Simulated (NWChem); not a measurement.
System: C2H7FOSi; SMILES C[Si@@H](CF)O

NWChem printed, in part:

```
             Northwest Computational Chemistry Package (NWChem) 7.3.0
             --------------------------------------------------------

 C1  symmetry detected

                             Geometry "geometry" -> ""
                             -------------------------

 Output coordinates in angstroms (scale by  1.889725989 to convert to a.u.)

  No.       Tag          Charge          X              Y              Z
 ---- ---------------- ---------- -------------- -------------- --------------
    1 C                    6.0000    -0.73864229    -2.05007305     0.23647408
    2 Si                  14.0000     0.04040643    -0.46134865    -0.37652467
    3 O                    8.0000     1.60146185    -0.35189109     0.25095997
    4 C                    6.0000    -0.87047782     1.09834670     0.24673660
    5 F                    9.0000    -0.00950083     2.18359127    -0.01911459
    6 H                    1.0000    -0.80014324    -2.06310046     1.34330833
    7 H                    1.0000    -1.76101959    -2.17483628    -0.17534599
    8 H                    1.0000    -0.13682710    -2.92509725    -0.08254366
    9 H                    1.0000     0.04735231    -0.41658915    -1.88410233
   10 H                    1.0000     1.91838638     0.57070961     0.23922706
   11 H                    1.0000    -1.84995094     1.28524743    -0.24914946
   12 H                    1.0000    -1.05495460     1.05571262     1.34503901

 Effective nuclear repulsion energy (a.u.)     243.1896046155

                                 NWChem DFT Module
                                 -----------------

 Summary of "ao basis" -> "ao basis" (spherical)
 ------------------------------------------------------------------------------
       Tag                 Description            Shells   Functions and Types
 ---------------- ------------------------------  ------  ---------------------
 C                          def2-svp                 6       14   3s2p1d
 Si                         def2-svp                 8       18   4s3p1d
 O                          def2-svp                 6       14   3s2p1d
 F                          def2-svp                 6       14   3s2p1d
 H                          def2-svp                 3        5   2s1p

            General Information
            -------------------
          SCF calculation type: DFT
          Wavefunction type:  closed shell.
          No. of atoms     :    12
          No. of electrons :    50
           Alpha electrons :    25
            Beta electrons :    25
          Charge           :     0
          Spin multiplicity:     1
          Use of symmetry is: off; symmetry adaption is: off
          Maximum number of iterations: 150
          AO basis - number of functions:   109
                     number of shells:    53
          Convergence on energy requested:  1.00D-06
          Convergence on density requested:  1.00D-05
          Convergence on gradient requested:  5.00D-04

              XC Information
              --------------
                         B3LYP Method XC Potential
                     Hartree-Fock (Exact) Exchange  0.200
                        Slater Exchange Functional  0.800 local
                    Becke 1988 Exchange Functional  0.720 non-local
              Lee-Yang-Parr Correlation Functional  0.810
                  VWN I RPA Correlation Functional  0.190 local

             Grid Information
             ----------------
          Grid used for XC integration:  medium
          Radial quadrature: Mura-Knowles
          Angular quadrature: Lebedev.
          Tag              B.-S. Rad. Rad. Pts. Rad. Cut. Ang. Pts.
          ---              ---------- --------- --------- ---------
          C                   0.70       49          11.0       434
          Si                  1.10       88           8.0       590
          O                   0.60       49          10.0       434
          F                   0.50       49          12.0       434
          H                   0.35       45          12.0       434
          Grid pruning is: on
          Number of quadrature shells:   599
          Spatial weights used:  Erf1

      Superposition of Atomic Density Guess
      -------------------------------------

 Sum of atomic energies:        -541.46678368

      Non-variational initial energy
      ------------------------------

 Total energy =    -543.455492
 1-e energy   =   -1230.487390
 2-e energy   =     443.842293
 HOMO         =      -0.328600
 LUMO         =       0.047594

   convergence    iter        energy       DeltaE   RMS-Dens  Diis-err
 ---------------- ----- ----------------- --------- --------- ---------
 d= 0,ls=0.0,diis     1   -544.6664078453 -7.88D+02  1.38D-02  8.10D-01
 d= 0,ls=0.0,diis     2   -544.6007488129  6.57D-02  8.08D-03  1.63D+00
 d= 0,ls=0.0,diis     3   -544.7559925027 -1.55D-01  1.15D-03  3.24D-02
 d= 0,ls=0.0,diis     4   -544.7585863448 -2.59D-03  4.03D-04  3.22D-03
 d= 0,ls=0.0,diis     5   -544.7588923743 -3.06D-04  1.13D-04  4.35D-04
  Resetting Diis
 d= 0,ls=0.0,diis     6   -544.7589351372 -4.28D-05  2.81D-05  1.36D-05
 d= 0,ls=0.0,diis     7   -544.7589363892 -1.25D-06  1.58D-05  1.44D-06
 d= 0,ls=0.0,diis     8   -544.7589362750  1.14D-07  8.93D-06  2.59D-06

         Total DFT energy =     -544.758936275049
      One electron energy =    -1234.959097720238
           Coulomb energy =      500.489532393451
    Exchange-Corr. energy =      -53.478975563734
 Nuclear repulsion energy =      243.189604615473

 Numeric. integr. density =       50.000005420810

                       DFT Final Molecular Orbital Analysis
                       ------------------------------------

[...]
```

Level: B3LYP/def2-SVP, vertical spin-unrestricted ions. Coordinates come from a PBE-D3(BJ)/def2-SVP optimisation. Not confirmed as a minimum by frequencies.

Write an input that gives this output.

Several could match; the one computed here: the input that was run:
```
start job
memory heap 200 mb stack 900 mb global 1100 mb
geometry units angstroms noautoz
  C     -0.881713    -1.996369     0.216672
  Si     0.038238    -0.473967    -0.368744
  O      1.589584    -0.497279     0.291100
  C     -0.753787     1.152080     0.247277
  F      0.199062     2.164017     0.006910
  H     -0.967136    -2.010486     1.321904
  H     -1.902088    -2.033991    -0.216729
  H     -0.347548    -2.916285    -0.096447
  H      0.080272    -0.421474    -1.875502
  H      1.981648     0.396060     0.292553
  H     -1.703973     1.421983    -0.267020
  H     -0.964003     1.118658     1.341265
end
basis spherical
  C library def2-svp
  Si library def2-svp
  O library def2-svp
  F library def2-svp
  H library def2-svp
end
dft
  xc b3lyp
  iterations 150
  vectors input atomic output neutral.movecs
end
task dft energy
charge 1
dft
  odft
  mult 2
  vectors input atomic output cation.movecs
end
task dft energy
```
